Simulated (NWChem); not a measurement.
System: Si2H6Te; SMILES [SiH3][Te][SiH3]

NWChem input:

```
start job
memory heap 200 mb stack 900 mb global 1100 mb
geometry units angstroms noautoz
  Te    -0.742977    -0.146382     0.000000
  Si     0.987341    -0.004282     1.807981
  H      0.247738    -0.066193     3.102268
  H      1.947841    -1.144499     1.717431
  H      1.747504     1.278306     1.718833
  Si     0.987341    -0.004282    -1.807981
  H      1.747504     1.278306    -1.718833
  H      1.947841    -1.144499    -1.717431
  H      0.247738    -0.066193    -3.102268
end
basis spherical
  * library def2-svp
end
ecp
  Te library def2-ecp
end
dft
  xc xpbe96 cpbe96
  iterations 150
  vectors input atomic output neutral.movecs
end
task dft energy
charge 1
dft
  odft
  mult 2
  vectors input atomic output cation.movecs
end
task dft energy
```

Parts of the log:

```
             Northwest Computational Chemistry Package (NWChem) 7.3.0
             --------------------------------------------------------

 C2V symmetry detected

                             Geometry "geometry" -> ""
                             -------------------------

 Output coordinates in angstroms (scale by  1.889725989 to convert to a.u.)

  No.       Tag          Charge          X              Y              Z
 ---- ---------------- ---------- -------------- -------------- --------------
    1 Te                  52.0000     0.00000000     0.00000000    -0.70927410
    2 Si                  14.0000    -1.80798100     0.00000000     1.02686898
    3 H                    1.0000    -3.10226800     0.00000000     0.28468019
    4 H                    1.0000    -1.71813200    -1.21553662     1.89014031
    5 H                    1.0000    -1.71813200     1.21553662     1.89014031
    6 Si                  14.0000     1.80798100     0.00000000     1.02686898
    7 H                    1.0000     1.71813200     1.21553662     1.89014031
    8 H                    1.0000     1.71813200    -1.21553662     1.89014031
    9 H                    1.0000     3.10226800     0.00000000     0.28468019

 Effective nuclear repulsion energy (a.u.)     428.7171249566

      Symmetry information
      --------------------

 Group name             C2v
 Group number             16
 Group order               4
 No. of unique centers     4

 Summary of "ao basis" -> "ao basis" (spherical)
 ------------------------------------------------------------------------------
       Tag                 Description            Shells   Functions and Types
 ---------------- ------------------------------  ------  ---------------------
 Te                         def2-svp                10       26   4s4p2d
 Si                         def2-svp                 8       18   4s3p1d
 H                          def2-svp                 3        5   2s1p

      Symmetry analysis of basis
      --------------------------

        a1         34
        a2         13
        b1         28
        b2         17

            General Information
            -------------------
          SCF calculation type: DFT
          Wavefunction type:  closed shell.
          No. of atoms     :     9
          No. of electrons :    58
           Alpha electrons :    29
            Beta electrons :    29
          Charge           :     0
          Spin multiplicity:     1
          Use of symmetry is: on ; symmetry adaption is: on
          Maximum number of iterations: 150
          AO basis - number of functions:    92
                     number of shells:    44
          Convergence on energy requested:  1.00D-06
          Convergence on density requested:  1.00D-05
          Convergence on gradient requested:  5.00D-04

              XC Information
              --------------
          PerdewBurkeErnzerhof Exchange Functional  1.000
            Perdew 1991 LDA Correlation Functional  1.000 local
           PerdewBurkeErnz. Correlation Functional  1.000 non-local

             Grid Information
             ----------------
          Grid used for XC integration:  medium
          Radial quadrature: Mura-Knowles
          Angular quadrature: Lebedev.
          Tag              B.-S. Rad. Rad. Pts. Rad. Cut. Ang. Pts.
          ---              ---------- --------- --------- ---------
          Te                  1.40      123          10.0       590
          Si                  1.10       88          12.0       590
          H                   0.35       45          14.0       434
          Grid pruning is: on
          Number of quadrature shells:   301
          Spatial weights used:  Erf1

      Superposition of Atomic Density Guess
      -------------------------------------

 Sum of atomic energies:        -891.69648113

      Non-variational initial energy
      ------------------------------

 Total energy =    -848.206161
 1-e energy   =   -1742.135748
 2-e energy   =     657.543430
 HOMO         =      -0.254378
 LUMO         =       0.030435

      Symmetry analysis of molecular orbitals - initial
      -------------------------------------------------

  Numbering of irreducible representations:

     1 a1          2 a2          3 b1          4 b2

  Orbital symmetries:

     1 b1          2 a1          3 a1          4 a1          5 b1
     6 b1          7 a1          8 b2          9 b1         10 a1
    11 b2         12 a2         13 a1         14 b1         15 b1
    16 a1         17 a2         18 a1         19 b2         20 a1
    21 b1         22 a1         23 a1         24 b2         25 b1
    26 a2         27 b1         28 a1         29 b2         30 b1
    31 a1         32 a1         33 a2         34 a1         35 b2
    36 b1         37 b1         38 a1         39 b1

   convergence    iter        energy       DeltaE   RMS-Dens  Diis-err
 ---------------- ----- ----------------- --------- --------- ---------
 d= 0,ls=0.0,diis     1   -850.0778476683 -1.09D+03  1.16D-02  2.88D-01
 d= 0,ls=0.0,diis     2   -850.0701891495  7.66D-03  8.52D-03  2.36D-01
 d= 0,ls=0.0,diis     3   -850.1098604102 -3.97D-02  3.42D-03  4.95D-02
 d= 0,ls=0.0,diis     4   -850.1199599355 -1.01D-02  8.40D-04  2.58D-03
 d= 0,ls=0.0,diis     5   -850.1204574879 -4.98D-04  1.05D-04  4.34D-05
  Resetting Diis
 d= 0,ls=0.0,diis     6   -850.1204648780 -7.39D-06  3.28D-05  6.42D-06
 d= 0,ls=0.0,diis     7   -850.1204662354 -1.36D-06  8.06D-06  7.63D-08
 d= 0,ls=0.0,diis     8   -850.1204662306  4.82D-09  5.22D-06  8.69D-08

         Total DFT energy =     -850.120466230575
      One electron energy =    -1744.298118058799
           Coulomb energy =      722.245383277635
    Exchange-Corr. energy =      -64.453888698432
 Nuclear repulsion energy =      236.386157249021

 Numeric. integr. density =       57.999988214456

[...]
```

Level: PBE/def2-SVP with def2 effective core potentials on Te, vertical spin-unrestricted ions. All runs use the structure optimised with PBE0/def2-SVP. Not confirmed as a minimum by frequencies. def2 effective core potentials on Te; no spin-orbit coupling.
